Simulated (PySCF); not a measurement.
Compound: CH5BN2.
Bonds: C1–N2 (double), N2–B3, B3–N4. Hydrogens: H5, H6 on C1; H7 on B3; H8, H9 on N4.

Computed with PySCF at PBE0/pcSseg-1 and wB97X-D/def2-SVPD, non-relativistic, on one gas-phase PBE0-D3(BJ)/def2-SVP geometry that isn't relaxed in the solvent. The solvent is an IEF-PCM continuum (van der Waals radii × 1.2). Specific hydrogen bonds and non-electrostatic terms are outside this model.

Gas phase at PBE0/pcSseg-1: HOMO -6.67 eV, LUMO -0.47 eV, dipole 1.74 D.

Q: What does the continuum do to the energy, the frontier levels and the dipole at PBE0/pcSseg-1 in acetonitrile and dimethylsulfoxide?

A: 
```
          solvent      ε  E(solvent) − E(gas) (kcal/mol)  polarisation term (kcal/mol)  distortion of the solute (kcal/mol)  HOMO (eV)  LUMO (eV)  dipole (D)
     acetonitrile  35.69                           -4.52                         -5.21                                 0.69      -6.74      -0.48        2.22
dimethylsulfoxide  46.83                           -4.57                         -5.28                                 0.71      -6.74      -0.48        2.22
```

The first energy column is the sum of the next two and covers electrostatics alone. From acetonitrile to dimethylsulfoxide the lowering changes by a factor 1.01, Onsager's factor (ε − 1)/(2ε + 1) by 1.01 and ε itself by 1.3.

Q: Which radius a makes the point-dipole formula ΔE = −[(ε − 1)/(2ε + 1)]·μ²/a³ give the value in dimethylsulfoxide, with the gas-phase dipole?

A: μ = 0.686 au and |ΔE| = 0.00729 Eh give a = 1.67 Å; the farthest nucleus lies 2.78 Å from the centroid of the nuclei, so such a sphere wouldn't even hold the nuclei. The formula assumes a rigid point dipole at the centre of a sphere.

Q: Which ESP-fitted charges (PBE0/pcSseg-1) respond most in acetonitrile (means over atoms taken as equivalent)?

A: 
```csv
atoms,environment,gas (e),solvent (e),change
N2,C=N nitrogen,-0.508,-0.599,-0.091
C1,C=N carbon,+0.185,+0.243,+0.058
H8/H9,N–H hydrogen,+0.399,+0.421,+0.022
N4,boron-bound nitrogen,-0.979,-0.998,-0.019
H7,B–H hydrogen,-0.119,-0.133,-0.014
H5,hydrogen on a C=N carbon,+0.048,+0.061,+0.013
B3,three-coordinate boron,+0.530,+0.537,+0.007
H6,hydrogen on a C=N carbon,+0.046,+0.047,+0.001
```

Q: Which Mayer bond orders change most in acetonitrile?

A: 
```csv
bond,length (Å),gas,solvent,change
B3–N4,1.405,1.288,1.326,+0.038
C1–N2,1.250,1.949,1.925,-0.024
N4–H8,1.011,0.941,0.930,-0.011
N4–H9,1.009,0.948,0.937,-0.011
C1–H5,1.110,0.931,0.934,+0.003
N2–B3,1.413,1.155,1.157,+0.002
C1–H6,1.106,0.930,0.932,+0.002
B3–H7,1.213,0.950,0.949,-0.001
```

Gas phase at wB97X-D/def2-SVPD: HOMO -8.66 eV, LUMO 1.22 eV, dipole 1.64 D.

Q: What does the continuum do to the energy, the frontier levels and the dipole at wB97X-D/def2-SVPD in acetonitrile?

A: 
```csv
solvent,ε,E(solvent) − E(gas) (kcal/mol),polarisation term (kcal/mol),distortion of the solute (kcal/mol),HOMO (eV),LUMO (eV),dipole (D)
acetonitrile,35.69,-4.39,-5.16,0.77,-8.71,1.25,2.19
```

Q: How does the static polarisability (wB97X-D/def2-SVPD, frozen core, with the continuum's full static response) change?

A: 
```json
{"medium": "gas", "isotropic (au)": "46.2", "principal values (au)": "36.0, 38.8, 63.6", "⟨r²⟩ of the electrons (bohr²)": "324.4"}
{"medium": "acetonitrile", "isotropic (au)": "59.9", "principal values (au)": "47.8, 50.8, 81.2", "⟨r²⟩ of the electrons (bohr²)": "323.3"}
```

The isotropic value in acetonitrile is 1.30 times the gas-phase one; no cavity-field correction is applied. ⟨r²⟩ is taken about the centre of nuclear charge.

Hardware: an Intel Xeon at 2.50 GHz with one thread, on a shared host. Cost: 10 s, 0.46 GiB resident at most. This is the whole shielding run at PBE0/pcSseg-1 in dimethylsulfoxide, SCF included.

The values belong to the conformer `[CH2:1]=[N:2][BH:3][NH2:4]`: C1–N2–B3–N4 92°, H–N4–B3–N2 -2°, H–N4–B3–N2 172°.

Note: wB97X-D ran without an empirical dispersion term, which enters the total energy and its gradient alone.
